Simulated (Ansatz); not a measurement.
Diatomic ScS, multiplicity 2 (the spin of the measured ground state). No spin–orbit coupling. Sc is treated without relativity.

D_e counts from the fitted minimum to each atom's lowest state at the same level, without counterpoise.

Correlated levels freeze the inner cores; with def2 sets outer-core shells near the valence are correlated too.

The values were computed with Ansatz (Gaussian basis) for Hartree–Fock, density functionals and correlated methods. 

```csv
level,bond energy D_e (kcal/mol)
PBE0/def2-TZVPP,115.78
BHLYP/def2-TZVPP,94.68
CAM-B3LYP/def2-TZVPP,107.37
wB97X-V/def2-TZVPP,111.28
wB97M-V/def2-TZVPP,107.03
CCSD/def2-TZVPP,97.48
CCSD/def2-QZVPP,___
CCSD(T)/def2-TZVPP,108.13
CCSD(T)/def2-QZVPP,111.59
```

Question: Fill in the missing entries.

Answer: 
- CCSD/def2-QZVPP, bond energy D_e (kcal/mol): 99.99

Doubts at one or more of the structures used: T1 above 0.05 (CCSD/def2-QZVPP, CCSD(T)/def2-QZVPP).

Ansatz is a program for electronic structure.
